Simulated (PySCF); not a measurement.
BrHMg. Atoms are numbered in the order given.

```xyz
3

Mg     0.0000     0.0000     1.6767
H      0.0000     0.0000     3.3576
Br     0.0000     0.0000    -0.6708
```
Charge 0, spin multiplicity 1.

Coordinates come from a B3LYP-D3(BJ)/def2-TZVP optimisation.

Calculation: HF/def2-TZVPD (PySCF).

Question: Estimate the frontier levels, gap, dipole moment and polarisability. (An estimate is asked for; the answer gives what the named calculation found.)

Answer: 
```
Property                                                                                                        Value
---------------------------------------------------------------------------------------------  ----------------------
highest occupied level                                                                                      -11.04 eV
lowest empty level                                                                                            0.90 eV
orbital gap                                                                                                  11.94 eV
dipole moment                                                                                                  1.63 D
quadrupole, principal values (traceless, Buckingham form, about the centre of nuclear charge)  -10.52, 5.26, 5.26 D·Å
mean static polarisability                                                                       46.2 bohr³ (6.85 Å³)
polarisability, principal values                                                               42.2, 42.2, 54.3 bohr³
```
